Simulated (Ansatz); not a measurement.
The same ligand exchange along the group C, Si, Ge, Sn.

Calculated with Ansatz (gas phase, PBE0-D4/def2-TZVP geometries, no zero-point term in ΔE). CCSD(T)/CBS adds triple-zeta CCSD(T) − MP2 to the extrapolated MP2 energy (def2 sets, frozen cores). Functionals use def2-TZVPP. def2 core potentials past Kr. For Br, Ge, I, Sn outer-core shells are correlated without core-valence functions, which leaves a few kJ/mol of doubt a bond. Scalar relativity is left out up to krypton.

```json
{"reaction": "`CBr` + HI → `CI` + HBr", "CCSD(T)/CBS(def2) (eV)": "-0.16"}
{"reaction": "`[SiH3]Br` + HI → `[SiH3]I` + HBr", "CCSD(T)/CBS(def2) (eV)": "0.07"}
{"reaction": "`[GeH3][Br]` + HI → `[GeH3][I]` + HBr", "CCSD(T)/CBS(def2) (eV)": "?"}
{"reaction": "`[Br][SnH3]` + HI → `[SnH3][I]` + HBr", "CCSD(T)/CBS(def2) (eV)": "-0.10"}
```

Problem. Fill in the missing values. (Best estimate.)

Solution. Ansatz gave: `[GeH3][Br]` + HI → `[GeH3][I]` + HBr: -0.05 eV.

Largest T1 diagnostic: 0.011, for `[SnH3][I]`.
